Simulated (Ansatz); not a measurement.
`C#C[Si](Cl)(C#C)C#C`, relaxed with RKS PBE-D4/def2-SVP in Ansatz 0.2.0 from a rough embedded geometry. The force threshold is 0.03 eV/Å; the program also tests the step.

Total charge 0; spin multiplicity 1.

Start:

```xyz
11

C     1.903   -1.706   -1.502
C     1.339   -0.890   -0.796
Si    0.407    0.327    0.320
Cl    1.701    1.423    1.297
C    -0.663    1.505   -0.718
C    -1.309    2.274   -1.397
C    -0.694   -0.612    1.537
C    -1.382   -1.181    2.333
H     2.509   -2.346   -2.155
H    -1.885    2.923   -1.985
H    -1.927   -1.718    3.066
```

Q: How much energy does the relaxation release, and in how many steps? (An estimate is asked.)

A: The calculation gave: 39.60 kJ/mol, in 4 steps.

Q: Which bonds change most? (An estimate is asked.)

A: Ansatz gave: Si3–Cl4 from 1.957 to 2.077 Å; Si3–C5 from 1.900 to 1.827 Å; C2–Si3 from 1.897 to 1.827 Å; Si3–C7 from 1.891 to 1.827 Å.

Q: Give the relaxed structure. (Best estimate.)

A: Ansatz gave: 
```xyz
11

C     1.889   -1.644   -1.491
C     1.295   -0.850   -0.767
Si    0.405    0.329    0.308
Cl    1.795    1.457    1.362
C    -0.618    1.454   -0.705
C    -1.305    2.209   -1.389
C    -0.644   -0.575    1.500
C    -1.350   -1.186    2.298
H     2.413   -2.345   -2.128
H    -1.910    2.874   -1.991
H    -1.971   -1.723    3.003
```
